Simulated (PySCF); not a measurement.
Task: Give a PBE0-D3(BJ)/def2-SVP geometry of InChI=1S/C6H13GeN/c1-6-3-4-7(5-6)8-2/h3,7-8H,4-5H2,1-2H3/t7-/m1/s1.

Result: 
```xyz
21
C6H13GeN angstrom
C     -3.2350    1.1015   -0.3778
N     -2.3931    0.3386    0.5114
Ge    -1.0422   -0.7286   -0.1235
C     -0.1381   -1.6104    1.3781
C      1.2146   -0.9583    1.3750
C      1.5820   -0.1082    0.3963
C      2.9218    0.5566    0.3488
C      0.6044    0.1865   -0.7167
H     -3.5444    0.4722   -1.2290
H     -4.1629    1.4178    0.1293
H     -2.7679    2.0128   -0.8058
H     -2.1552    0.8450    1.3589
H     -1.6930   -1.6260   -1.1949
H     -0.0700   -2.7025    1.2318
H     -0.6813   -1.4619    2.3267
H      1.9196   -1.1862    2.1839
H      3.4568    0.2957   -0.5805
H      3.5545    0.2719    1.2022
H      2.8159    1.6550    0.3474
H      0.9735   -0.2009   -1.6831
H      0.4617    1.2725   -0.8530
```

Any rigid rotation of these coordinates is as good. Atoms count from 1 in this order. The 5-membered ring Ge3–C4–C5–C6–C8 has internal angles of 93.1° to 121.4° (sum 539°, against 540° for a flat polygon); it is slightly puckered (a soft mode that the optimisation may not have finished), 0.05 Å rms from its mean plane, widest ring torsion 8°. Ge3 (germanium bonded to 2 C, N and H) has angles from 93.1° to 117.7°. N2 (nitrogen bonded to C, Ge and H) has angles 121.6°, 114.0° and 112.8°, sum 348.4°, 0.27 Å off the plane of its three neighbours. The C–C distances run from 1.347 Å (C5=C6, drawn double) to 1.510 Å (C6–C8, drawn single), a spread of 0.163 Å.

Bonds between heavy atoms (Å): C1–N2 1.443, N2–Ge3 1.835, Ge3–C4 1.962, C4–C5 1.502, C5=C6 1.347, C6–C7 1.496, C6–C8 1.510, Ge3–C8 1.975.

Level of theory: PBE0-D3(BJ)/def2-SVP geometry optimisation, gas phase (PySCF).

Point group: C1 (no symmetry element, even within 0.4 Å). No frequency check. The numbers are those of one conformer (C1–N2–Ge3–C4 -179°, N2–Ge3–C4–C5 -112°, Ge3–C4–C5–C6 -6°, C5–C6–C8–Ge3 7°, N2–Ge3–C8–C6 106°).
